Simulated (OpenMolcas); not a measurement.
**neutral strontium: effect of the IPEA shift**

```json
{"Program": "OpenMolcas", "Basis": "ANO-RCC [11s10p7d4f2g]", "Scalar Hamiltonian": "DKH2, point nucleus", "Active space": "2 electrons in 9 orbitals (4d 5s 5p)", "State averaging": "2S+1 = 3 even, 18 roots (15 in the spin-orbit step); 2S+1 = 1 even, 12 roots; 2S+1 = 3 odd, 18 roots; 2S+1 = 1 odd, 15 roots", "Spin-orbit coupling": "state interaction with AMFI integrals over the reference wave functions, term energies averaged over their components"}
```

Methods on the same reference wave functions:
A. CASSCF
B. MS-CASPT2, IPEA 0 Eh, imaginary shift 0.1 Eh (closed shells correlated: 4s 4p)
C. MS-CASPT2, IPEA 0.25 Eh, imaginary shift 0.1 Eh (closed shells correlated: 4s 4p)

Energies in eV above 5s2 1S0, the measured ground level; measured values from NIST Handbook of Basic Atomic Spectroscopic Data.

```tsv
Level	A	B	C	Measured
5s2 1S0	0.0000	0.0000	0.0000	0.0000
5s 5p 3P* 0	1.6495	1.746	1.757	1.7751
5s 5p 3P* 1	1.6614	1.757	1.769	1.7983
5s 5p 3P* 2	1.6855	1.782	1.793	1.8472
4d 5s 3D1	2.5345	2.230	2.286	2.2514
4d 5s 3D2	2.5421	2.238	2.294	2.2588
4d 5s 3D3	2.5551	2.251	2.307	2.2713
4d 5s 1D2	2.6515	2.510	2.547	2.4982
5s 5p 1P* 1	2.7983	2.617	2.653	2.6903
4d 5p 3F* 2	4.1320	4.003	4.056	4.1246
4d 5p 3F* 3	4.1577	4.029	4.082	4.1646
5p2 3P0	4.1648	4.302	4.342	4.3634
5p2 3P1	4.1834	4.326	4.365	4.3891
4d 5p 3F* 4	4.1897	4.061	4.114	4.2055
5p2 3P2	4.2136	4.354	4.394	4.4231
4d 5p 1D* 2	4.2685	4.103	4.191	4.1940
4d 5p 3D* 1	4.6104	4.394	4.492	4.4962
4d 5p 3D* 2	4.6243	4.408	4.506	4.5108
```

Deviations, from unrounded energies. A percentage is the sum of absolute deviations over the sum of measured energies, with the sign that they share, or ± where signs differ.

```
           Against measurement  Levels     A     B     C
mean absolute deviation (cm-1)      17  1200   560   290
      other configurations (%)      17  ±4.4  ±2.1  ±1.1
```

C lies closest to measurement on these levels and A furthest from it. The largest miss of C in the table is 4d 5p 3F* 4, by -740 cm-1. The ranking rests on the paired levels alone, and a cruder setting can come out closer through cancelling errors.

Between B and C the level of the table that moves most is 4d 5p 3D* 1, by 790 cm-1 (lowest in B, highest in C). Moves below CASPT2's spread within the term are not significant.

The lowest spin-free term lies below A's lowest term by 0.237 hartree in B, 0.236 hartree in C.

Term energies are means over components that CASPT2 splits; among the terms shown or strongly mixed into the levels shown the widest spread is 220 cm-1 (4d 5p 3F*, C). Over all roots computed the reference weight is 0.88 to 0.94 in B, 0.89 to 0.94 in C; the roots of lowest weight are the least certain, and an intruder state may touch them. Some high roots are left out of the spin-orbit mixing, which shifts the levels that they would mix with. A single d shell beside an s shell can misplace configurations of different d count against each other. Without dynamic correlation excited terms often stand tens of per cent too high (terms of higher spin than the ground term too low), and those without a measured partner can miss by more than the paired ones (holds for A). Measured partners are found by configuration, term and J. A level has none where our copy of the source lacks it or the pairing is in doubt (some pairs that miss far off the trend of their configuration count as doubtful), and it then counts in no deviation. Levels of configurations outside the active space are missing. Levels that lie high or do not pair safely by name in every column are left out.

* marks odd parity.
